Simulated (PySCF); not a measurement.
Sn(Cl)2(OH)2 (Cl2H2O2Sn), SMILES [OH][Sn]([OH])([Cl])[Cl].

Geometry: B3LYP-D3(BJ)/def2-SVP. A frequency run showed that this geometry is not a minimum. The structure was generated by enumeration; whether it is a known compound was not checked. The def2 effective core potentials stand for the cores of Sn; spin–orbit coupling is left out. One conformer was computed; it need not be the lowest.

Calculation: C-PCM-ωB97X/def2-SVP run with PySCF.

The values are the electrostatic part of the solvation free energy, E(continuum) − E(gas) at the gas-phase geometry, in a cavity of scaled van der Waals radii (PySCF's table); cavitation and dispersion terms are not included. A continuum can't describe solvent molecules that bind to the metal. In vacuum the orbital gap is 11.10 eV. The dipole moment in vacuum is 2.10 D.

```
solvent              ε  ΔG(elec) (kcal/mol)  dipole (D)  gap (eV)
---------------  -----  -------------------  ----------  --------
water            78.36                 -8.7        2.66     11.18
n-hexane          1.88                 -4.0        2.34     11.16
dichloromethane   8.93                 -7.8        2.59     11.18
```
